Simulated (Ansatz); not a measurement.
System (SMILES): [B]=N (B-NH), doublet.
Atoms: B1, N2, H3. Bonds: B1-N2, N2-H3.

Basis-set convergence of the harmonic zero-point energy at MP2 with Ansatz (a quantum-chemistry and plane-wave program). Each level at its own minimum, finite differences of forces, unscaled; the reference is a large set that could be run, not a limit. Cartesian d functions, on some or all atoms, in 6-31G*; all else is spherical. Cores are frozen. Core-valence sets carry the plain set on hydrogen. Open shells are unrestricted. No added dispersion term, no relativity. Reference: the value in def2-QZVPP, 9.92 kcal/mol, itself unsure by roughly 0.03 kcal/mol (its mean distance from cc-pVQZ, aug-cc-pVTZ, def2-TZVPPD). Deviations are taken from unrounded values.

```json
[
 {"basis": "6-31G*", "functions": "32", "harmonic zero-point energy (kcal/mol)": "10.09", "minus reference (kcal/mol)": "0.17"},
 {"basis": "cc-pVDZ", "functions": "33", "harmonic zero-point energy (kcal/mol)": "9.88", "minus reference (kcal/mol)": "-0.04"},
 {"basis": "def2-SVP", "functions": "33", "harmonic zero-point energy (kcal/mol)": "10.26", "minus reference (kcal/mol)": "0.34"},
 {"basis": "6-311G**", "functions": "42", "harmonic zero-point energy (kcal/mol)": "9.94", "minus reference (kcal/mol)": "0.02"},
 {"basis": "6-311+G**", "functions": "50", "harmonic zero-point energy (kcal/mol)": "9.86", "minus reference (kcal/mol)": "-0.06"},
 {"basis": "aug-cc-pVDZ", "functions": "55", "harmonic zero-point energy (kcal/mol)": "9.76", "minus reference (kcal/mol)": "-0.16"},
 {"basis": "def2-TZVP", "functions": "68", "harmonic zero-point energy (kcal/mol)": "9.78", "minus reference (kcal/mol)": "-0.14"},
 {"basis": "cc-pVTZ", "functions": "74", "harmonic zero-point energy (kcal/mol)": "9.94", "minus reference (kcal/mol)": "0.02"},
 {"basis": "pcseg-2", "functions": "74", "harmonic zero-point energy (kcal/mol)": "9.94", "minus reference (kcal/mol)": "0.02"},
 {"basis": "def2-TZVPP", "functions": "76", "harmonic zero-point energy (kcal/mol)": "9.91", "minus reference (kcal/mol)": "-0.01"},
 {"basis": "def2-TZVPPD", "functions": "91", "harmonic zero-point energy (kcal/mol)": "9.88", "minus reference (kcal/mol)": "-0.04"},
 {"basis": "jun-cc-pV(T+d)Z", "functions": "92", "harmonic zero-point energy (kcal/mol)": "9.86", "minus reference (kcal/mol)": "-0.06"},
 {"basis": "6-311++G(3df,3pd)", "functions": "96", "harmonic zero-point energy (kcal/mol)": "9.92", "minus reference (kcal/mol)": "0.00"},
 {"basis": "cc-pCVTZ", "functions": "100", "harmonic zero-point energy (kcal/mol)": "9.91", "minus reference (kcal/mol)": "-0.01"},
 {"basis": "aug-cc-pVTZ", "functions": "115", "harmonic zero-point energy (kcal/mol)": "9.86", "minus reference (kcal/mol)": "-0.06"},
 {"basis": "cc-pVQZ", "functions": "140", "harmonic zero-point energy (kcal/mol)": "9.92", "minus reference (kcal/mol)": "0.00"},
 {"basis": "def2-QZVPP", "functions": "144", "harmonic zero-point energy (kcal/mol)": "9.92", "minus reference (kcal/mol)": "0.00"}
]
```
